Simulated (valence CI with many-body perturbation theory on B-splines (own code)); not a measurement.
Questions on Sn³⁷⁺

Method: relativistic CI+MBPT: three valence electrons over a frozen Dirac-Fock core [Ne], a basis of 11 s, 11 p, 10 d, 8 f, 5 g, 2 h functions for each j, with the one-electron correlation potential Σ1 (screened to all orders), the two-electron term Σ2, the three-electron term Σ3, Breit, model QED; selected single and double excitations, second order for the rest, scaled by the run's own slope (own B-spline code, finite nucleus).

The last digits are not significant, and no measured levels were compared; by estimate large intervals hold to a few tenths of a per cent, small ones and those within an open d or f shell to about a per cent.

Levels are named by their leading jj configuration (3d3/2^4 stands for four electrons in 3d with j = 3/2), which in mixed levels can hold well under half, so a name can repeat and another be missing.

Rates and lifetimes use the calculated energies. Strong lines usually hold to 10 to 20 %, long lifetimes can be off by a factor of two.

Problem. What is the ground level?

Solution. (3s^2 3p1/2) J=1/2, composition 99 % 3s2 3p 2P°, g = 0.659.

Problem. Among levels below 90.761 Ry, which E1 lines absorb most strongly from the ground level?

Solution. to (3s^2 3d3/2) J=3/2 at 6.273 nm, f = 0.351; to (3s 3p1/2 3p3/2) J=1/2 at 7.529 nm, f = 0.188; to (3s 3p1/2 3p3/2) J=3/2 at 7.934 nm, f = 0.105.

Problem. Where does the other parity begin?

Solution. At (3s 3p1/2^2) J=1/2, 6.583 Ry.

Problem. Name the longest-lived excited levels whose lifetime is computed, and their main decay.

Solution. (3s 3p3/2 3d5/2) J=9/2 at 24.254 Ry lives 1.48 μs, mostly by M1 to (3s 3p1/2 3d5/2) J=7/2; (3s^2 3p3/2) J=3/2 at 4.232 Ry lives 1.11 μs, mostly by M1 to (3s^2 3p1/2) J=1/2.

Problem. How well does LS coupling describe the low levels?

Solution. Among the lowest 20 levels the leading LS term, summed over configurations, holds 69 % on average. For single configurations the figures are 65 % in LS and 85 % in jj coupling. Terms mix most in the J = 5/2 level at 20.800 Ry, where the leading one holds 29 %.

Problem. What is the ionisation energy?

Solution. 2524 eV; NIST lists 2499 ± 11 eV (semi-empirical).
